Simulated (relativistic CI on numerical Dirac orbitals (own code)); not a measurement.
# Ions with 35 electrons, Br to Sn15+

These numbers are calculated, not measured: Dirac-Coulomb-Breit CI, orbitals from a KLI potential per configuration, QED by a radiative potential, valence Slater integrals scaled by 0.9, P86 correlation energy added to each configuration (own radial code, finite nucleus).

Configurations in the expansion (outside the closed core [Ar] 3d10): 4s²4p⁵, 4s4p⁶, 4s²4p⁴4d, 4s4p⁵4d, 4s²4p⁴4f, 4s4p⁵4f, 4s²4p⁴5s. Double excitations out of closed p, d and f shells are left out; levels of such configurations are missing from the list, as are those of other unlisted configurations, and high levels can miss mixing partners.

Energies above each ion's lowest level, in eV. Levels are followed by their leading LS label, which can pass from one level to another where the coupling changes.

| Ion | 4s²4p⁵ ²P°3/2 | 4s²4p⁵ ²P°1/2 | 4s²4p⁴4d ⁴D7/2 | 4s²4p⁴4d ⁴D5/2 | 4s²4p⁴4d ⁴D3/2 | 4s²4p⁴4d ⁴F9/2 | 4s²4p⁴4d ⁴D1/2 |
| --- | --- | --- | --- | --- | --- | --- | --- |
| Br | 0 | 0.45939 | 9.8357 | 9.8593 | 9.9003 | 9.9395 | 9.9484 |
| Kr+ | 0 | 0.66234 | 15.177 | 15.212 | 15.29 | 15.858 | 15.349 |
| Rb2+ | 0 | 0.90826 | 19.471 | 19.5 | 19.593 | 20.49 | 19.703 |
| Sr3+ | 0 | 1.1982 | 23.519 | 23.536 | 23.648 | 24.747 | 23.794 |
| Zr5+ | 0 | 1.9236 | 31.294 | 31.265 | 31.417 | 32.787 | 31.664 |
| Nb6+ | 0 | 2.3675 | 35.094 | 35.03 | 35.199 | 36.68 | 35.51 |
| Mo7+ | 0 | 2.8714 | 38.862 | 38.755 | 38.939 | 40.527 | 39.321 |
| Tc8+ | 0 | 3.4404 | 42.606 | 42.446 | 42.639 | 44.338 | 43.097 |
| Ru9+ | 0 | 4.0794 | 46.333 | 46.11 | 46.306 | 48.125 | 46.845 |
| Rh10+ | 0 | 4.7938 | 50.05 | 49.754 | 49.946 | 51.896 | 50.566 |
| Pd11+ | 0 | 5.589 | 53.759 | 53.38 | 53.559 | 55.658 | 54.263 |
| Ag12+ | 0 | 6.4709 | 57.465 | 56.992 | 57.151 | 59.416 | 57.939 |
| Cd13+ | 0 | 7.4455 | 61.17 | 60.592 | 60.723 | 63.175 | 61.597 |
| In14+ | 0 | 8.5191 | 64.876 | 64.183 | 64.277 | 66.941 | 65.24 |
| Sn15+ | 0 | 9.6984 | 68.583 | 67.766 | 67.817 | 70.716 | 68.872 |

The lowest level keeps the configuration 4s²4p⁵ and J = 3/2 throughout.

Between Z = 47 and 50 the energy of 4s²4p⁵ ²P°1/2 follows a local power law Z^6.5. For orientation: electrostatic splittings inside a shell grow about linearly with the screened charge, excitations that change n as its square, and fine structure as its fourth power; written in Z itself the exponents are larger, since the screened charge grows faster in proportion.

The members near neutrality are the least accurate: they can be off by several eV, miss lower levels of configurations outside the list, or start from a wrong lowest level.
